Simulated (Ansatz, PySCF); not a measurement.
Donor–acceptor adduct: GaH3 (SMILES [GaH3]) (first 4 atoms) with PH3 (SMILES P); geometry from B3LYP-D3(BJ)/def2-TZVP, rigid monomers moved along the line of their centres of mass till Ga1···P5 is 2.96 Å.
(charge 0, multiplicity 1):
```
atom    x (Å)    y (Å)    z (Å)
----  -------  -------  -------
Ga    -0.4614   0.4894   0.7103
H     -1.5394   1.4970   1.2656
H     -0.9507  -0.7987  -0.0558
H      1.0039   1.0125   0.4553
P      0.1073  -0.8441   3.2866
H      1.0598  -1.8812   3.3302
H      0.5970  -0.0778   4.3624
H     -0.9356  -1.5017   3.9681
```

Interaction energies are E(AB) − E(A) − E(B) at the monomers' geometry in the complex; basis-set methods are counterpoise corrected.

Correlated levels freeze the cores. Filled d and f shells under p-block atoms count as core. Rows in 6-31G* carry no dispersion term and start afresh at each structure (6-31G* with six Cartesian d functions); the Pople sets are all-electron and without relativity.

Run with Ansatz (a quantum-chemistry and plane-wave program); PySCF for 6-31G* rows, the dispersion terms. 

**Question.** One of these levels gives -61.2 kJ/mol for the interaction energy. Name it.
A) PBE/def2-TZVPPD
B) r2SCAN-D4/def2-TZVPPD
C) MP2/def2-SVPD
D) HF/6-31G*

**Answer.** B, r2SCAN-D4/def2-TZVPPD. The others give -40.1 (HF/6-31G*), -55.1 (PBE/def2-TZVPPD), -48.9 (MP2/def2-SVPD)
